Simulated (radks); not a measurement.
Numerical settings for neutral zirconium, [Kr] 4d2 5s2. Method: Dirac Kohn-Sham, PBEsol, spin-unpolarised, spherical densities, finite nucleus; open shells fill j = l - 1/2 first; Fermi nuclear charge, rms radius 4.2694 fm; computed with a radial shooting solver on a logarithmic mesh with Libxc functionals. The defaults (mesh step 0.008 in ln r, mesh end at 40 bohr or more with all orbitals vanishing there, Anderson mixing 0.5 over 9 steps, residual threshold near 1e-9 with the energy settled to 1e-9 hartree or 1e-11 of itself, here a cap of 77 iterations) give E = -3596.8713 hartree and 4d3/2 at -3.654 eV in 14 iterations. Run on one thread of a shared host, so times are rough (Arm Neoverse V2): 0.1 s of CPU time, 0.1 s wall, 14 iterations on 2437 mesh points. Changes against that run (0 stands for a change within the tolerance of the run):

| setting | iterations | converged | E (mhartree) | e(4d3/2) (meV) | CPU (s) |
|---|---|---|---|---|---|
| mesh step in ln r 0.2 | 4 | no | diverged | - | 0.01 |
| mesh step in ln r 0.005 | 14 | yes | 0 | 0 | 0.17 |
| mesh step in ln r 0.12 | 2 | no | diverged | - | 0.01 |
| mesh end (bohr) 5 | 14 | level above zero | +255 | +3.92e+03 | 0.08 |
| mesh end (bohr) 20 | 14 | yes | 0 | +0.0041 | 0.1 |
| residual threshold 0.01 | 8 | yes | 0 | -0.28 | 0.08 |
| residual threshold 1e-16 | 77 | no | 0 | 0 | 0.27 |
| mixing 0.2 | 16 | yes | 0 | 0 | 0.12 |
| linear mixing, mixing 0.5 | 30 | yes | 0 | 0 | 0.17 |
| linear mixing, mixing 0.05 | 77 | no | +0.0249 | -43.5 | 0.48 |
| mixing history 20 | 18 | yes | 0 | 0 | 0.12 |
| iteration cap 2 | 2 | no | +82.5 | -3.11e+03 | 0.03 |

Settled on a wrong energy, with an occupied level pushed above zero by the early mesh end: mesh end (bohr) 5 (+0.255 hartree). Apart from these: no run marked as converged misses the energy by more than 1 mhartree. A mesh that ends early acts as a hard wall.
